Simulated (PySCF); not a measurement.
Input file for PySCF: R-B3LYP/LANL2DZ on H5NOSn (SMILES [NH2][SnH2][OH]), a point of a torsion scan.

```python
from pyscf import gto, scf, dft, mp
from pyscf.data.elements import chemcore

mol = gto.M(
    atom='''
    N     1.41978497   -0.47570208    0.14886486
    Sn   -0.30570044    0.54427114    0.06766008
    O    -1.56017197   -0.77768356   -0.57467779
    H     1.61306211   -1.01911636   -0.68268453
    H     2.24844691    0.06592104    0.34969782
    H    -0.52069403    1.76638614   -1.04976571
    H    -0.66126726    1.00874928    1.63004283
    H    -1.67352348   -1.55801027   -0.03601081
    ''',
    basis='lanl2dz',
    ecp={'Sn': 'lanl2dz'},
    charge=0, spin=0, verbose=3, max_memory=1800)
mf = dft.RKS(mol, xc='b3lyp')
mf.conv_tol = 1e-8
mf.max_cycle = 100
mf.kernel()
if not mf.converged:
    mf = mf.newton().run(mf.mo_coeff, mf.mo_occ)
```

**Question.** What total energy does the run end on?

**Answer.** -136.3598 hartree.
